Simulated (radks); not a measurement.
Neutral osmium: order these configurations by energy. Method: scalar-relativistic Kohn-Sham, r2SCAN, spin-polarised, spherical densities, finite nucleus; meta-GGA in the generalised Kohn-Sham scheme; Fermi nuclear charge, rms radius of each element as measured or else 0.836 A^(1/3) + 0.57 fm; computed with a radial shooting solver on a logarithmic mesh with Libxc functionals. Open shells are filled with parallel spins first. [Xe] 4f14 5d5 6s2 6p1; [Xe] 4f14 5d6 6s1 6p1; [Xe] 4f14 5d6 6s2; [Xe] 4f14 5d7 6s1.

Answer. From the lowest, in eV above it: [Xe] 4f14 5d6 6s2 0.000; [Xe] 4f14 5d7 6s1 0.895; [Xe] 4f14 5d6 6s1 6p1 3.229; [Xe] 4f14 5d5 6s2 6p1 3.585.
